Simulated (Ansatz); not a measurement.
Z-matrix (Å, degrees):
```
Si
C 1 1.844
N 1 1.719 2 109.7
F 1 1.600 2 110.4 3 -119.4
H 1 1.481 2 111.0 3 123.5
C 2 1.331 1 120.9 3 -111.5
H 2 1.088 1 120.5 3 68.2
Si 3 1.712 1 128.4 2 6.4
H 3 1.012 1 115.9 2 174.3
H 6 1.087 2 121.7 1 -0.5
H 6 1.086 2 122.4 1 179.3
Cl 8 2.063 3 113.0 1 79.2
H 8 1.479 3 108.8 1 -163.0
H 8 1.476 3 110.0 1 -39.4
```

Total charge 0; spin multiplicity 1.

Task: List the ωB97M-V/def2-TZVPP orbital energies in eV (Ansatz). (An estimate is asked.)

Result: Ansatz gave: Occupied: -2771.72, -1808.19, -1807.99, -677.24, -394.55, -282.11, -281.56, -262.13, -199.59, -199.48, -199.48, -149.13, -148.92, -103.28, -103.23, -103.21, -103.08, -103.03, -103.01, -35.81, -27.00, -25.60, -24.57, -19.49, -18.35, -17.67, -16.21, -16.06, -15.25, -15.06, -14.49, -13.98, -13.41, -13.17, -12.63, -11.64, -11.45, -11.09, -10.94, -10.49. Lowest empty: 1.14, 2.02, 2.43, 2.72, 3.07, 3.39, 3.55, 3.73.
